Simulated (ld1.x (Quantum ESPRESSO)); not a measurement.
Plane-wave convergence, RRKJ potential for zirconium

```
Element                 : Zr
Generator               : ld1.x (Quantum ESPRESSO) 7.5
Type                    : norm-conserving RRKJ (Kleinman–Bylander form)
Functional              : PBE
Relativity              : fully relativistic
Frozen core             : [Ar] 3d10
Valence charge          : 12
Reference configuration : 4s2 4p6 4d1 5s0 5p0 (charge +3)
Partial waves           : 4s (bound): rc 1.85 bohr; 4p (bound): rc 1.45 bohr; 4f channel at -0.1 Ry: rc 2.45 bohr; 4d (bound): rc 2.55 bohr
Local potential         : the d channel
Core correction         : none
```

Open shells are filled in proportion to 2j + 1 (rel_dist='average').

The pseudo-atom Hamiltonian at the reference potential is diagonalised in spherical Bessel functions j_l(qr) that vanish at 20 bohr, with q² up to the cutoff. All-electron valence levels (Ry): 4s -5.9916, 5s -1.7853, 4p1/2 -4.4399, 5p1/2 -1.4098, 4p3/2 -4.3046, 5p3/2 -1.3866, 4d3/2 -2.0808, 4d5/2 -2.0671.

Problem. How do the lowest levels (Ry) of each channel move with the cutoff, and are there ghosts?

Solution.

| cutoff (Ry) | s #1 | s #2 | s #3 | p1/2 #1 | p1/2 #2 | p3/2 #1 | p3/2 #2 | f5/2 #1 | f7/2 #1 | d3/2 #1 | d5/2 #1 | Σ f·Δε (mRy) |
| --- | --- | --- | --- | --- | --- | --- | --- | --- | --- | --- | --- | --- |
| 8 | -5.8324 | -1.7883 | -0.8329 | -3.9799 | -1.2849 | -3.8906 | -1.2736 | -0.6970 | -0.6970 | -1.7330 | -1.7330 | 3233.8 |
| 12 | -5.8557 | -1.7963 | -0.8398 | -4.2135 | -1.3466 | -4.0885 | -1.3292 | -0.7089 | -0.7089 | -1.9297 | -1.9297 | 1731.8 |
| 18 | -5.9395 | -1.8000 | -0.8403 | -4.2402 | -1.3590 | -4.1073 | -1.3390 | -0.7198 | -0.7198 | -2.0473 | -2.0473 | 1318.2 |
| 25 | -5.9799 | -1.8060 | -0.8419 | -4.2786 | -1.3636 | -4.1484 | -1.3438 | -0.7239 | -0.7239 | -2.0694 | -2.0694 | 973.9 |
| 35 | -5.9912 | -1.8095 | -0.8430 | -4.3691 | -1.3824 | -4.2363 | -1.3614 | -0.7243 | -0.7243 | -2.0722 | -2.0722 | 415.9 |
| 40 | -5.9913 | -1.8096 | -0.8431 | -4.3927 | -1.3882 | -4.2590 | -1.3667 | -0.7243 | -0.7243 | -2.0722 | -2.0722 | 277.7 |
| 50 | -5.9915 | -1.8096 | -0.8431 | -4.4275 | -1.3971 | -4.2926 | -1.3749 | -0.7243 | -0.7243 | -2.0722 | -2.0722 | 73.5 |
| 60 | -5.9916 | -1.8096 | -0.8431 | -4.4372 | -1.3995 | -4.3019 | -1.3772 | -0.7243 | -0.7243 | -2.0722 | -2.0722 | 16.5 |
| 80 | -5.9916 | -1.8096 | -0.8431 | -4.4397 | -1.4001 | -4.3044 | -1.3777 | -0.7243 | -0.7243 | -2.0722 | -2.0722 | 1.6 |
| 100 | -5.9916 | -1.8096 | -0.8431 | -4.4399 | -1.4002 | -4.3045 | -1.3777 | -0.7243 | -0.7243 | -2.0722 | -2.0722 | 0.8 |
| 120 | -5.9916 | -1.8096 | -0.8431 | -4.4399 | -1.4002 | -4.3046 | -1.3778 | -0.7243 | -0.7243 | -2.0722 | -2.0722 | 0.2 |
| 400 | -5.9916 | -1.8096 | -0.8431 | -4.4400 | -1.4002 | -4.3046 | -1.3778 | -0.7243 | -0.7243 | -2.0722 | -2.0722 | 0.0 |

Result: no extra level below or beside the all-electron valence levels (s, p1/2, p3/2, f5/2, f7/2, d3/2, d5/2 tested); 10 mRy is reached at 70 Ry and 1 mRy at 100 Ry.

Its largest configuration-test error is +466 meV.
